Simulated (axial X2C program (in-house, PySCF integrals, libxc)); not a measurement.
**Outer orbitals of HfO at 1.715 Å, PBE0**

Calculated with an axial X2C code built on PySCF integrals. Spin-free means the one-electron spin-free X2C Hamiltonian; two-component (2c) means X2C with spin–orbit coupling and atomic mean-field two-electron Coulomb and Gaunt terms, so the difference of the two also holds small scalar two-electron terms. Basis: Hf dyall-cv3z [13s14p9d7f4g], O dyall-av3z [7s6p3d2f] (cores contracted in-house); Gaussian nuclei, density fitting, unrestricted open shells. Masses: Hf 179.947 u, O 15.995 u.

The distance is close to the 2c PBE0 minimum; the highest filled and lowest empty levels are listed.

Spin-free orbitals, state M_S = 0, Λ = 0 (closed shell) (Löwdin shares):

| symmetry | occupied | ε (eV) | atomic character |
| --- | --- | --- | --- |
| σα | yes | -24.47 | 63% O s, 11% Hf f, 11% Hf d |
| φ-α | yes | -21.83 | 100% Hf f |
| φ+α | yes | -21.83 | 100% Hf f |
| δ-α | yes | -21.63 | 100% Hf f |
| δ+α | yes | -21.63 | 100% Hf f |
| π+α | yes | -21.52 | 100% Hf f |
| π-α | yes | -21.52 | 100% Hf f |
| σα | yes | -21.29 | 93% Hf f, 5% O s |
| σα | yes | -9.40 | 71% O p, 18% Hf d, 4% Hf p |
| π+α | yes | -9.39 | 71% O p, 21% Hf d, 3% Hf f |
| π-α | yes | -9.39 | 71% O p, 21% Hf d, 3% Hf f |
| σα | yes | -5.85 | 64% Hf s, 12% Hf d, 10% O p |
| δ-α | no | -2.31 | 97% Hf d |
| δ+α | no | -2.31 | 97% Hf d |
| π-α | no | -1.65 | 59% Hf p, 32% Hf d, 8% O p |
| π+α | no | -1.65 | 59% Hf p, 32% Hf d, 8% O p |

One partner of each degenerate Kramers or spin pair is listed.

Spinors with spin–orbit coupling (state Ω = 0):

| ω | occupied | ε (eV) | atomic character | λ mixture |
| --- | --- | --- | --- | --- |
| 1/2 | yes | -24.45 | 61% O s, 13% Hf f, 10% Hf d | 99% σ, 1% π |
| 5/2 | yes | -22.83 | 100% Hf f | 88% φ, 12% δ |
| 3/2 | yes | -22.63 | 100% Hf f | 74% δ, 26% π |
| 1/2 | yes | -22.42 | 94% Hf f, 4% O s | 63% π, 37% σ |
| 7/2 | yes | -21.20 | 100% Hf f | 100% φ |
| 5/2 | yes | -21.02 | 100% Hf f | 88% δ, 12% φ |
| 3/2 | yes | -20.92 | 100% Hf f | 74% π, 26% δ |
| 1/2 | yes | -20.77 | 96% Hf f, 2% O s | 64% σ, 36% π |
| 1/2 | yes | -9.51 | 71% O p, 20% Hf d, 3% Hf p | 62% π, 38% σ |
| 3/2 | yes | -9.37 | 71% O p, 21% Hf d, 3% Hf f | 100% π |
| 1/2 | yes | -9.35 | 71% O p, 19% Hf d, 3% Hf p | 62% σ, 38% π |
| 1/2 | yes | -5.85 | 64% Hf s, 12% Hf d, 10% O p | 100% σ |
| 3/2 | no | -2.48 | 97% Hf d | 99% δ, 1% π |
| 5/2 | no | -2.16 | 97% Hf d, 2% O d | 100% δ |
| 1/2 | no | -1.84 | 58% Hf p, 33% Hf d, 8% O p | 93% π, 7% σ |
| 3/2 | no | -1.52 | 59% Hf p, 32% Hf d, 8% O p | 99% π, 1% δ |

One partner of each degenerate Kramers or spin pair is listed.

Task: How does the gap between the highest filled and lowest empty level change from the spin-free to the 2c table?

Result: From 3.54 to 3.37 eV at PBE0, a change of -0.17 eV.

Mulliken charges and populations of the two-component result (they depend on the basis, above all on diffuse functions):

Hf 0.63 e (s 11.72 p 24.10 d 21.50 f 14.05 g 0.01), O -0.63 e (s 3.95 p 4.63 d 0.05 f 0.01).

One determinant describes the state; a PBE0 search over occupations chose it and may have missed a lower one.
